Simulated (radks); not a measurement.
Results of a calculation; reference values are marked as such.
Problem. All-electron atom: Nd4+ in [Xe] 4f1.75 6s0.25 (fractional occupations, a model configuration). Code: a radial shooting solver on a logarithmic mesh with Libxc functionals. Model: Dirac Kohn-Sham, BLYP, spin-unpolarised, spherical densities, point nucleus; open shells fill j = l - 1/2 first. Some entries of the table are withheld. Estimate them.

| orbital | occ. | eigenvalue (hartree) | <r^2> (bohr^2) |
|---|---|---|---|
| 1s1/2 | 2 | -1595.725 | 0.0007597 |
| 2s1/2 | 2 | -259.6761 | 0.01197 |
| 2p1/2 | 2 | -245.7689 | 0.008751 |
| 2p3/2 | 4 | -226.6535 | 0.01000 |
| 3s1/2 | 2 | -57.98280 | 0.08099 |
| 3p1/2 | 2 | (1) | 0.07601 |
| 3p3/2 | 4 | (2) | 0.08337 |
| 3d3/2 | 4 | -37.89385 | 0.06764 |
| 3d5/2 | 6 | -37.07008 | 0.06972 |
| 4s1/2 | 2 | -13.13283 | 0.4122 |
| 4p1/2 | 2 | -10.88602 | 0.4368 |
| 4p3/2 | 4 | -10.04418 | 0.4760 |
| 4d3/2 | 4 | (3) | (4) |
| 4d5/2 | 6 | (5) | (6) |
| 5s1/2 | 2 | -3.10412 | 2.162 |
| 5p1/2 | 2 | (7) | 2.605 |
| 5p3/2 | 4 | (8) | 2.840 |
| 4f5/2 | 1.75 | -1.92846 | (9) |
| 4f7/2 | 0 | -1.90906 | (10) |
| 6s1/2 | 0.25 | -1.14945 | 9.943 |

Solution. 
(1) 3p1/2 eigenvalue (hartree): -52.04684
(2) 3p3/2 eigenvalue (hartree): -48.23326
(3) 4d3/2 eigenvalue (hartree): -6.34286
(4) 4d3/2 <r^2> (bohr^2): 0.5526
(5) 4d5/2 eigenvalue (hartree): -6.19176
(6) 4d5/2 <r^2> (bohr^2): 0.5677
(7) 5p1/2 eigenvalue (hartree): -2.44369
(8) 5p3/2 eigenvalue (hartree): -2.30173
(9) 4f5/2 <r^2> (bohr^2): 0.9715
(10) 4f7/2 <r^2> (bohr^2): 0.9865
